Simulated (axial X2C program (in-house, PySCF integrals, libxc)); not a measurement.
# Excited states of HgI⁺ by EOM-EE-CCSD

Computed with an axial X2C code built on PySCF integrals: two-component X2C with atomic mean-field Coulomb and Gaunt terms, Gaussian nuclei, basis Hg dyall-acv3z, I dyall-acv3z with contracted cores.

R = 2.585 Å (near the PBE0 minimum at charge 1 of the determinant lowest at the starting distance; the state shown can have its own minimum elsewhere).

Hartree–Fock spinors of HgI⁺ (one of each Kramers pair; a window near the gap, which can cut inner shells):

```tsv
ω	occupied	ε (eV)	character
3/2	yes	-24.34	98% Hg d
1/2	yes	-24.31	91% Hg d, 4% I s, 3% I p
5/2	yes	-24.13	100% Hg d
1/2	yes	-17.49	60% I p, 29% Hg s, 3% I s
1/2	yes	-15.78	83% I p, 6% Hg s, 4% Hg d
3/2	yes	-15.13	89% I p, 5% Hg d, 4% Hg p
1/2	no	-7.36	36% Hg s, 30% Hg p, 24% I p
1/2	no	-3.80	77% Hg p, 12% I d, 5% I p
3/2	no	-3.43	78% Hg p, 11% I d, 6% Hg d
1/2	no	-2.38	47% Hg s, 38% Hg p, 6% I d
1/2	no	-2.18	41% Hg s, 32% Hg p, 12% Hg d
1/2	no	-1.60	90% Hg p, 8% I p, 3% I d
```

Vertical excitation energies from the closed-shell determinant state of HgI⁺:

```
 Ω  excitation (eV)   cm⁻¹        hole of the leading pair    particle of the leading pair  weight of the pair (for Ω = 0 its time-reversed partner can hold as much again)  singles weight
 2            0.944   7617                        89% I pπ  36% Hg sσ, 30% I pσ, 19% Hg pσ                                                                             0.93            0.93
 1            1.076   8676                        89% I pπ  36% Hg sσ, 29% I pσ, 20% Hg pσ                                                                             0.86            0.93
0⁻            1.562  12596                        84% I pπ  36% Hg sσ, 29% I pσ, 20% Hg pσ                                                                             0.47            0.94
0⁺            1.674  13502                        88% I pπ  36% Hg sσ, 29% I pσ, 19% Hg pσ                                                                             0.46            0.93
 1            1.806  14568                        82% I pπ  36% Hg sσ, 29% I pσ, 21% Hg pσ                                                                             0.86            0.93
0⁻            3.170  25569             52% I pσ, 32% Hg sσ  37% Hg sσ, 28% I pσ, 22% Hg pσ                                                                             0.47            0.96
 1            3.198  25791             52% I pσ, 31% Hg sσ  37% Hg sσ, 28% I pσ, 22% Hg pσ                                                                             0.94            0.95
0⁺            4.773  38497  46% I pσ, 34% Hg sσ, 11% Hg dσ  35% Hg sσ, 28% Hg pσ, 24% I pσ                                                                             0.39            0.93
 1            5.529  44594                        89% I pπ             73% Hg pπ, 15% I dπ                                                                             0.88            0.90
 2            5.584  45038                        89% I pπ             74% Hg pπ, 14% I dπ                                                                             0.89            0.89
```

This point took 54 s on 1 thread of Arm Neoverse V2 (shared host).

Reference electrons by ω block (each with its −ω partner): 1/2: 38, 3/2: 20, 5/2: 7, 7/2: 1. 18 electrons of HgI⁺ correlated (inner shells frozen), 84 natural virtual spinors (a truncated set); levels can be off by some tenths of an eV. Roots sought by Ω: (0: 5, 1: 4, 2: 3, 3: 1); the list ends where they run out and leaves out roots under 60 % singles weight. The solver can skip a root, and states that need a further excitation, which the method places far too high, are missing though they may lie low or lowest. T1 of the reference 0.028 (Lee–Taylor). Number of frozen shells: Hg 5 s, 4 p, 2 d, 1 f; I 4 s, 3 p, 2 d. Large amplitudes in the reference (orbital relaxation or multireference character) lower the reliability.
